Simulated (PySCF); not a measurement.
Gas-phase reaction: Ge₂H₆ + 5 S ⇌ 2 GeS + 3 H₂S, at 1800 K and a standard pressure of 1 bar. Level: CCSD(T)/def2-SVP†.

Energies from PySCF, thermal terms from the rigid-rotor harmonic-oscillator model, ideal gas at 1 bar. † marks an energy on the PBE0/def2-TZVP geometry and frequencies. CCSD(T) freezes the core. Open shells (unrestricted): S (multiplicity 3, electronic degeneracy 9); the rest are closed-shell singlets. Spin-orbit splitting is ignored; it lowers the true energy and changes the entropy of S. Ge: all electrons, no relativistic terms. CCSD(T) isn't extrapolated to the basis-set limit; its ΔH°(298 K) is -1184.4 kJ in def2-SVP and -1273.9 kJ in def2-TZVPP. The harmonic model lacks anharmonicity and excited electronic states, which grow with temperature; levels with a mode under 35 cm⁻¹ are left out. Internal rotation in Ge₂H₆ is treated as a harmonic vibration of one conformer, which makes the entropy rough. Warning, large T1 diagnostic: GeS (CCSD(T)/def2-SVP†).

```json
[
 {"species": "Ge₂H₆", "E (Ha)": "-4154.20705", "H(1800 K) − E (kJ/mol)": "354.6", "S°(1800 K) (J/mol/K)": "537.0"},
 {"species": "S", "E (Ha)": "-397.46790", "H(1800 K) − E (kJ/mol)": "37.4", "S°(1800 K) (J/mol/K)": "207.7"},
 {"species": "GeS", "E (Ha)": "-2472.89687", "H(1800 K) − E (kJ/mol)": "67.6", "S°(1800 K) (J/mol/K)": "300.4"},
 {"species": "H₂S", "E (Ha)": "-398.73540", "H(1800 K) − E (kJ/mol)": "117.0", "S°(1800 K) (J/mol/K)": "280.9"}
]
```
E: electronic energy; H − E holds the zero-point and thermal terms. 1 Ha = 2625.5 kJ/mol.

Question: Work out ΔH°, ΔS°, ΔG° and log10 K from these numbers.

Answer: 1. ΔE = 2×(-2472.89687) + 3×(-398.73540) − 1×(-4154.20705) − 5×(-397.46790) = -0.45339 Ha = -1190.4 kJ.
2. Δ(H − E) = 2×(67.6) + 3×(117.0) − 1×(354.6) − 5×(37.4) = -55.4 kJ, so ΔH° = -1245.8 kJ.
3. ΔS° = 2×(300.4) + 3×(280.9) − 1×(537.0) − 5×(207.7) = -132.0 J/K; the number of gas molecules changes by -1.
4. ΔG° = ΔH° − TΔS° = -1245.8 − 1800×(-132.0)/1000 = -1008.2 kJ.
5. log10 K = −ΔG°/(RT ln 10) = 29.26, with RT ln 10 = 34.46 kJ/mol; at standard pressures the products are favoured.
6. A shift of 10 kJ in ΔE would move log10 K by 0.29 here.
For scale, ΔH°(298 K) is -1184 kJ at this level, -1394 kJ at ωB97M-V/def2-TZVP†, and runs from -1645 to -620 kJ over the 19 levels computed.
